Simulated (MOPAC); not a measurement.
A run for MOPAC: AM1 on CH6OSn (SMILES [CH3][SnH2][OH]), a point of a torsion scan.

```
AM1 1SCF PRECISE CHARGE=0 THREADS=1
CH6OSn

C     -1.41562564 1     0.34406197 1     0.07294945 1
Sn     0.57331356 1    -0.43259185 1    -0.09129617 1
O      1.05500414 1     0.07340877 1    -1.92639341 1
H     -2.04035994 1    -0.12457429 1    -0.67942888 1
H     -1.39127709 1     1.41307587 1    -0.10745181 1
H     -1.83228797 1     0.15438892 1     1.05527991 1
H      1.74046668 1     0.24805689 1     0.92731815 1
H      0.74298390 1    -2.11277109 1     0.01536238 1
H      1.92108866 1    -0.17134584 1    -2.24289767 1
```

The log:

```
*******************************************************************************
 **                                                                           **
 **                              MOPAC v23.2.5                                **
 **                                                                           **
 *******************************************************************************
 ** MOPAC's Digital Object Identifier: https://doi.org/10.5281/zenodo.6511958 **
 **                                                                           **
 ** Please cite the open-source release paper for use of this MOPAC version:  **
 ** J. E. Moussa and J. J. P. Stewart (2026)                                  **
 ** MOPAC: An open-source semiempirical molecular orbital program             **
 ** J. Open Source Softw., 11(119), 8025, https://doi.org/10.21105/joss.08025 **
 *******************************************************************************

                              AM1 CALCULATION RESULTS

 *******************************************************************************
 *  AM1        - The AM1 Hamiltonian to be used
 *
 *
 *
 *                 CHARGE ON SYSTEM = 0
 *
 *
 *
 *  PRECISE    - TIGHTER CRITERIA TO BE USED
 *  1SCF       - DO 1 SCF AND THEN STOP
 *  THREADS=1  - MULTI-THREADING NOT USED
 *  T=         - A TIME OF 172800.0 SECONDS REQUESTED
 *  DUMP=N     - RESTART FILE WRITTEN EVERY 7200.0 SECONDS REQUESTED
 *******************************************************************************
AM1 1SCF PRECISE CHARGE=0 THREADS=1
 CH6OSn

   ATOM   CHEMICAL          X               Y               Z
  NUMBER   SYMBOL      (ANGSTROMS)     (ANGSTROMS)     (ANGSTROMS)

     1       C         -1.41562564  *   0.34406197  *   0.07294945  *
     2      Sn          0.57331356  *  -0.43259185  *  -0.09129617  *
     3       O          1.05500414  *   0.07340877  *  -1.92639341  *
     4       H         -2.04035994  *  -0.12457429  *  -0.67942888  *
     5       H         -1.39127709  *   1.41307587  *  -0.10745181  *
     6       H         -1.83228797  *   0.15438892  *   1.05527991  *
     7       H          1.74046668  *   0.24805689  *   0.92731815  *
     8       H          0.74298390  *  -2.11277109  *   0.01536238  *
     9       H          1.92108866  *  -0.17134584  *  -2.24289767  *



          CARTESIAN COORDINATES

    NO.       ATOM           X           Y           Z

     1         C         -1.4156      0.3441      0.0729
     2        Sn          0.5733     -0.4326     -0.0913
     3         O          1.0550      0.0734     -1.9264
     4         H         -2.0404     -0.1246     -0.6794
     5         H         -1.3913      1.4131     -0.1075
     6         H         -1.8323      0.1544      1.0553
     7         H          1.7405      0.2481      0.9273
     8         H          0.7430     -2.1128      0.0154
     9         H          1.9211     -0.1713     -2.2429

  H: (AM1): M.J.S. DEWAR ET AL, J. AM. CHEM. SOC. 107 3902-3909 (1985)
  C: (AM1): M.J.S. DEWAR ET AL, J. AM. CHEM. SOC. 107 3902-3909 (1985)
  O: (AM1): M.J.S. DEWAR ET AL, J. AM. CHEM. SOC. 107 3902-3909 (1985)
 Sn: (AM1): J. J. P. STEWART, J. MOL. MOD., 10, 155-164 (2004)

           Empirical Formula: C H6 O Sn  =     9 atoms



      MOLECULAR POINT GROUP   :   Cs


      RHF CALCULATION, NO. OF DOUBLY OCCUPIED LEVELS = 10


 -------------------------------------------------------------------------------
 AM1 1SCF PRECISE CHARGE=0 THREADS=1
 CH6OSn



     1SCF WAS SPECIFIED, SO BFGS WAS NOT USED
     SCF FIELD WAS ACHIEVED


                              AM1 CALCULATION
                                                       MOPAC v23.2.5 Linux




          FINAL HEAT OF FORMATION =        -25.24174 KCAL/MOL =    -105.61142 KJ/MOL


          COSMO AREA              =        112.40 SQUARE ANGSTROMS
          COSMO VOLUME            =        100.93 CUBIC ANGSTROMS

          IONIZATION POTENTIAL    =          9.654822 EV
          HOMO LUMO ENERGIES (EV) =         -9.655  0.188
          NO. OF FILLED LEVELS    =         10
          MOLECULAR WEIGHT        =        152.7478         POINT GROUP:  Cs

          MOLECULAR DIMENSIONS (Angstroms)

            Atom       Atom       Distance
            H     9    H     6     5.00719
            H     4    H     7     3.73461
            H     8    H     5     3.58607


          SCF CALCULATIONS        =          1





   ATOM   CHEMICAL          X               Y               Z
  NUMBER   SYMBOL      (ANGSTROMS)     (ANGSTROMS)     (ANGSTROMS)

     1       C         -1.41562564  *   0.34406197  *   0.07294945  *
     2      Sn          0.57331356  *  -0.43259185  *  -0.09129617  *
     3       O          1.05500414  *   0.07340877  *  -1.92639341  *
     4       H         -2.04035994  *  -0.12457429  *  -0.67942888  *
     5       H         -1.39127709  *   1.41307587  *  -0.10745181  *
     6       H         -1.83228797  *   0.15438892  *   1.05527991  *
     7       H          1.74046668  *   0.24805689  *   0.92731815  *
     8       H          0.74298390  *  -2.11277109  *   0.01536238  *
     9       H          1.92108866  *  -0.17134584  *  -2.24289767  *

                             CARTESIAN COORDINATES

   1    C       -1.415625640     0.344061970     0.072949450
   2   Sn        0.573313560    -0.432591850    -0.091296170
   3    O        1.055004140     0.073408770    -1.926393410
   4    H       -2.040359940    -0.124574290    -0.679428880
   5    H       -1.391277090     1.413075870    -0.107451810
   6    H       -1.832287970     0.154388920     1.055279910
   7    H        1.740466680     0.248056890     0.927318150
   8    H        0.742983900    -2.112771090     0.015362380
   9    H        1.921088660    -0.171345840    -2.242897670


           Empirical Formula: C H6 O Sn  =     9 atoms



      MOLECULAR POINT GROUP   :   Cs


                  EIGENVALUES
 -33.94339 -28.58820 -15.97836 -14.50050 -13.25818 -13.15001 -11.23535 -10.70279
  -9.86024  -9.65482   0.18841   4.33979   4.97457   5.10016   5.31595   5.81058
   6.01033   7.55788


              NET ATOMIC CHARGES AND DIPOLE CONTRIBUTIONS

  ATOM NO.   TYPE          CHARGE      No. of ELECS.   s-Pop       p-Pop
    1          C          -0.655734        4.6557     1.26143     3.39431
    2         Sn           1.920963        2.0790     1.11738     0.96166
    3          O          -0.851742        6.8517     1.83920     5.01254
    4          H           0.080097        0.9199     0.91990
    5          H           0.080357        0.9196     0.91964
    6          H           0.069428        0.9306     0.93057
    7          H          -0.414349        1.4143     1.41435
    8          H          -0.414382        1.4144     1.41438
    9          H           0.185362        0.8146     0.81464
 DIPOLE           X         Y         Z       TOTAL
 POINT-CHG.     0.267    -1.268     2.985     3.254
 HYBRID        -0.151     0.380    -0.820     0.916
 SUM            0.116    -0.888     2.165     2.343


          ATOMIC ORBITAL ELECTRON POPULATIONS

     Atom    s        px        py        pz
    1  C   1.26143   1.29165   1.07963   1.02303
    2 Sn   1.11738   0.35142   0.35949   0.25074
    3  O   1.83920   1.37271   1.90188   1.73796
    4  H   0.91990
    5  H   0.91964
    6  H   0.93057
    7  H   1.41435
    8  H   1.41438
    9  H   0.81464

 **********************
 *                    *
 * JOB ENDED NORMALLY *
 *                    *
 **********************




 == MOPAC DONE ==
```

The run finished.

Cost: very roughly 0.020 core-seconds.
